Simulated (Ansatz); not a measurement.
Cost and result up the ladder for FeSn19H28 (48 atoms). Total charge 0; singlet. Geometry: PBE-D4/def2-SVP, loosely relaxed.

```xyz
48

Fe   -0.899   -0.417   -0.259
Sn    2.032   -0.922    3.893
Sn   -3.413   -3.845   -3.488
Sn    4.767    1.689    1.220
Sn    0.390   -2.211   -1.321
Sn    1.642    3.601    4.003
Sn   -3.051   -1.660    0.328
Sn    0.306    1.901   -0.354
Sn   -2.887    0.835   -3.628
Sn    4.472   -0.829    2.458
Sn    1.394    1.269    5.562
Sn    4.345    3.643    3.207
Sn   -0.723   -4.395   -2.789
Sn   -4.591   -3.695   -0.942
Sn    0.156   -0.633    1.772
Sn   -4.142   -1.428   -4.756
Sn    3.062    1.912   -1.026
Sn   -0.233   -0.104   -3.366
Sn   -0.099    3.736    1.777
Sn   -2.962    1.048   -0.812
H     1.672   -2.483    4.585
H    -4.099   -5.138   -4.438
H     6.447    1.734    0.747
H     2.125   -2.427   -1.473
H     1.351    4.930    5.096
H    -3.752   -1.434    1.924
H    -0.384    2.915   -1.639
H    -3.067    2.259   -4.619
H     5.734   -1.196    3.598
H     4.398   -2.150    1.329
H     2.497    1.250    6.905
H    -0.198    0.974    6.189
H     5.388    3.348    4.566
H     4.759    5.207    2.574
H    -0.839   -5.861   -1.854
H     0.214   -4.792   -4.199
H    -4.342   -5.159   -0.034
H    -6.289   -3.334   -0.886
H    -3.705   -1.462   -6.439
H    -5.875   -1.293   -4.685
H     3.452    0.525   -2.002
H     3.616    3.313   -1.900
H     0.106   -1.337   -4.567
H     1.059    1.050   -3.509
H    -1.705    3.542    2.430
H     0.014    5.407    1.290
H    -4.386   -0.259   -0.454
H    -3.759    2.375   -0.015
```

Ansatz on 4 threads of AMD EPYC 7R13 on a shared host and a share (37 GiB) of an NVIDIA H100 80GB HBM3. Times are rough, and most runs start from the orbitals of an earlier one. No level here is sound enough to serve as a yardstick. Binding counts from free atoms at the same level (Fe quintet, Sn triplet, H doublet; other spins of the atoms weren't run), without zero-point energy or a counterpoise term.

In the def2 sets Sn takes a core potential; there is no spin–orbit coupling. Single mean-field runs in def2-SVP, def2-TZVP are fitted with def2-universal-jkfit. No other spin state of charge 0 was run. Another isomer (singlet) lies 0.20 eV lower at PBE-D4/def2-TZVP; other spin states weren't run for this one.

Run but left out: MP2/def2-SVP (restricted singlet, unstable towards broken spin symmetry).

| level | functions | wall time |
| --- | --- | --- |
| r2SCAN-D4/def2-SVP | 665 | 6 s |
| PBE-D4/def2-SVP (with forces) | 665 | 6.5 s |
| PBE-D4/def2-TZVP | 1163 | 8 s |
| B97M-V/def2-SVP | 665 | 9.5 s |
| PBE0-D4/def2-SVP | 665 | 12 s |
| PBE0-D4/def2-TZVP | 1163 | 16 s |

**Question.** Estimate what each level gives for the binding energy per atom (eV).

**Answer.** 
```
                        level  binding energy per atom (eV)                                        remarks
           r2SCAN-D4/def2-SVP                          2.40  loose geometry, restricted SCF unstable in HF
PBE-D4/def2-SVP (with forces)                          2.43  loose geometry, restricted SCF unstable in HF
             PBE-D4/def2-TZVP                          2.44  loose geometry, restricted SCF unstable in HF
              B97M-V/def2-SVP                          2.47  loose geometry, restricted SCF unstable in HF
             PBE0-D4/def2-SVP                          2.36  loose geometry, restricted SCF unstable in HF
            PBE0-D4/def2-TZVP                          2.38  loose geometry, restricted SCF unstable in HF
```
